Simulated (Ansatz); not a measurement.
CuO4H8³⁺, that is [Cu(H2O)4]2+ with one electron fewer. The state is a triplet with charge 3. Geometry r2SCAN-D4/def2-SVP, that of the charge +2 doublet; atoms count from 1.

```xyz
13

Cu    0.0136   -0.0033    0.0054
O    -0.6040    0.6550    1.7414
H    -0.9682    1.5489    1.8809
H    -0.3821    0.2816    2.6145
O    -0.6409   -1.7894    0.4605
H    -1.4291   -1.9550    1.0105
H    -0.1505   -2.6279    0.3761
O     0.4875   -0.6265   -1.7877
H    -0.0136   -1.3090   -2.2718
H     1.3503   -0.5182   -2.2291
O     0.6070    1.7977   -0.4739
H     0.5269    2.1753   -1.3695
H     1.2031    2.3708    0.0428
```

Estimate the Mulliken populations from the PBE0/def2-TZVP orbitals of Ansatz.


```json
{"atom": "Cu1", "charge (e)": "0.72", "spin (α − β)": "0.80", "d electrons": "9.26"}
{"atom": "O2", "charge (e)": "-0.38", "spin (α − β)": "0.31", "d electrons": "–"}
{"atom": "H3", "charge (e)": "0.48", "spin (α − β)": "0.00", "d electrons": "–"}
{"atom": "H4", "charge (e)": "0.48", "spin (α − β)": "0.00", "d electrons": "–"}
{"atom": "O5", "charge (e)": "-0.38", "spin (α − β)": "0.31", "d electrons": "–"}
{"atom": "H6", "charge (e)": "0.48", "spin (α − β)": "0.00", "d electrons": "–"}
{"atom": "H7", "charge (e)": "0.48", "spin (α − β)": "0.00", "d electrons": "–"}
{"atom": "O8", "charge (e)": "-0.38", "spin (α − β)": "0.31", "d electrons": "–"}
{"atom": "H9", "charge (e)": "0.48", "spin (α − β)": "0.00", "d electrons": "–"}
{"atom": "H10", "charge (e)": "0.48", "spin (α − β)": "0.00", "d electrons": "–"}
{"atom": "O11", "charge (e)": "-0.38", "spin (α − β)": "0.31", "d electrons": "–"}
{"atom": "H12", "charge (e)": "0.48", "spin (α − β)": "0.00", "d electrons": "–"}
{"atom": "H13", "charge (e)": "0.48", "spin (α − β)": "0.00", "d electrons": "–"}
```
Mulliken values depend strongly on the basis.

Where does the spin sit?

Summed by element: Cu 0.80, O 1.22, H -0.03, of 2 unpaired in all. Largest on single atoms: Cu1 0.80, O2 0.31, O8 0.31.

And the Mayer bond orders between heavy atoms (over 0.3)?

Cu1–O2 0.56 (1.96 Å); Cu1–O5 0.56 (1.96 Å); Cu1–O8 0.56 (1.96 Å); Cu1–O11 0.56 (1.96 Å).
